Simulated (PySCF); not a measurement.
PySCF input file for C5H4N, SMILES [c]1ccncc1, multiplicity 2, PBE0/pcH-1. Geometry optimised at ωB97X-D3(BJ)/def2-SVP. The isomer is the one that the SMILES or the coordinates give; other isomers of the formula were not compared.

```python
import numpy as np
from pyscf import gto, scf, dft
from pyscf.prop.hfc import uks as hfc

mol = gto.M(
    atom='''
    C     0.00000000   -0.00000000   -1.38915790
    C     0.00000000   -1.21635702   -0.74441574
    C     0.00000000   -1.14441388    0.65898948
    N     0.00000000    0.00000001    1.34040272
    C     0.00000000    1.14441388    0.65898948
    C     0.00000000    1.21635702   -0.74441575
    H     0.00000000   -2.17998721   -1.26106902
    H     0.00000000   -2.06950213    1.24969081
    H     0.00000000    2.06950214    1.24969080
    H     0.00000000    2.17998720   -1.26106903
    ''',
    basis='pcH-1',
    charge=0,
    spin=1,
    max_memory=1600,
    verbose=3,
)
mf = dft.UKS(mol, xc='pbe0').density_fit(auxbasis='def2-universal-jkfit')
mf.grids.level = 3
mf.conv_tol = 1e-10
mf.max_cycle = 100
mf.kernel()
fine, coarse = mf.grids, dft.Grids(mol).set(level=1).build(with_non0tab=True)
for _ in range(3):  # follow internal instabilities
    mf.grids = coarse
    mo, _, stable, _ = mf.stability(return_status=True, nroots=4)
    mf.grids = fine
    if stable:
        break
    mf.kernel(mf.make_rdm1(mo, mf.mo_occ))
A = hfc.HFC(mf).make_fcdip(mf.make_rdm1())  # Fermi contact and dipolar terms, MHz
print('atom   A(iso)/MHz   principal dipolar parts/MHz')
for i, a in enumerate(A):
    w = np.linalg.eigvalsh((a + a.T) / 2)
    print(f'{mol.atom_symbol(i):2s}{i + 1:3d} {w.mean():12.2f}', (w - w.mean()).round(2))
```

Log of the run:

```

WARN: HOMO -0.209169511184337 >= LUMO -0.209169511184326

converged SCF energy = -247.311975763261  <S^2> = 0.75967009  2S+1 = 2.0096468
<class 'pyscf.df.df_jk.DFUKS'> wavefunction is stable in the internal stability analysis
atom   A(iso)/MHz   principal dipolar parts/MHz
C   1       397.35 [-78.16 -59.03 137.19]
C   2         0.01 [-15.6   -1.99  17.59]
C   3        34.14 [-7.39 -1.8   9.19]
N   4         4.01 [-3.55  1.08  2.47]
C   5        34.14 [-7.39 -1.8   9.19]
C   6         0.01 [-15.6   -1.99  17.59]
H   7        53.70 [-6.57 -5.42 11.99]
H   8        25.14 [-3.   -2.4   5.39]
H   9        25.14 [-3.   -2.4   5.39]
H  10        53.70 [-6.57 -5.42 11.99]
```

Self-consistency was reached.
